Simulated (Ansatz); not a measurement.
CH$_{7}$FSSi$_{2}$, SMILES `C[SiH](F)S[SiH3]`, 12 atoms. The species carries charge 0 and has multiplicity 1. All runs use 4 threads of an Arm Neoverse V2 on a shared host. Correlated methods freeze the cores.

Task: Give the basis size and wall time and peak host memory of each of these runs in Ansatz. RKS PBE0-D4/def2-TZVPP energy; RKS PBE0-D4/def2-TZVP relaxation (10 steps); RKS ωB97M-V/def2-TZVPP energy and forces; RKS ωB97M-V/def2-SVP energy; RKS PBE-QIDH (frozen core)/def2-TZVPP energy; RKS PBE0-D4/def2-SVP energy; RHF-MP2/def2-QZVPP energy; RKS ωB97M-V/def2-QZVPP energy; RHF-CCSD(T)/def2-SVP energy; RKS PBE0-D4/def2-TZVP frequencies; RHF-CCSD(T)/def2-TZVPP energy; RKS LC-ωPBE/def2-TZVPP energy. (An estimate is asked.)

Result: The calculation gave: Other jobs shared the machine, so times are rough.

```csv
level,job,functions,wall time,peak host memory (GiB)
RKS PBE0-D4/def2-SVP,energy,117,1.2 s,0.6
RKS LC-ωPBE/def2-TZVPP,energy,286,2.9 s,0.65
RKS PBE0-D4/def2-TZVPP,energy,286,3.5 s,0.9
RHF-CCSD(T)/def2-SVP,energy,117,4.6 s,0.6
RKS ωB97M-V/def2-SVP,energy,117,5.5 s,0.6
RKS PBE-QIDH (frozen core)/def2-TZVPP,energy,286,6 s,0.83
RKS ωB97M-V/def2-TZVPP,energy and forces,286,13 s,1.2
RKS ωB97M-V/def2-QZVPP,energy,534,23 s,2.9
RHF-MP2/def2-QZVPP,energy,534,23 s,3.8
RKS PBE0-D4/def2-TZVP,relaxation (10 steps),215,37 s,0.65
RKS PBE0-D4/def2-TZVP,frequencies,215,2.7 min,0.67
RHF-CCSD(T)/def2-TZVPP,energy,286,3.1 min,8
```

LC-ωPBE has ω = 0.4 bohr⁻¹.
